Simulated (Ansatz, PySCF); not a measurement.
N-methyl-N-silylmethanamine (C2H9NSi), SMILES [SiH3]N(C)C.

Geometry optimised at r2SCAN-D4/def2-SVP.

Vertical ionisation energy (IE) and electron affinity (EA) in eV. Rows of orbital energies are one-electron estimates. Where ΔSCF, EOM or ADC give a negative EA the extra electron is unbound and the value depends on the basis.

```json
[
 {"level": "−ε(HOMO), −ε(LUMO), B3LYP/def2-TZVP (PySCF)", "IE": "?", "EA": "?"},
 {"level": "−ε(HOMO), −ε(LUMO), PBE/def2-TZVP (PySCF)", "IE": "5.08", "EA": "0.31"},
 {"level": "ΔSCF, CAM-B3LYP/def2-SVPD (Ansatz), final states of multiplicity 2 and 2", "IE": "8.44", "EA": "-1.75"},
 {"level": "ΔSCF, PBE/def2-SVPD (Ansatz), final states of multiplicity 2 and 2", "IE": "8.21", "EA": "-1.43"}
]
```

Problem. Some entries are withheld; supply them. (Estimate from the structure and the level; the computed values follow.)

Solution. 
- −ε(HOMO), −ε(LUMO), B3LYP/def2-TZVP (PySCF), IE: 6.18
- −ε(HOMO), −ε(LUMO), B3LYP/def2-TZVP (PySCF), EA: -0.30

Problem. What vertical singlet–triplet gap does ΔSCF give with CAM-B3LYP/def2-SVPD (Ansatz, a first-principles code) and with PBE/def2-SVPD (Ansatz)? (The exact figures need the calculation; the answer reports its results.)

Solution. 5.53 and 4.94 eV (triplet above singlet where positive).
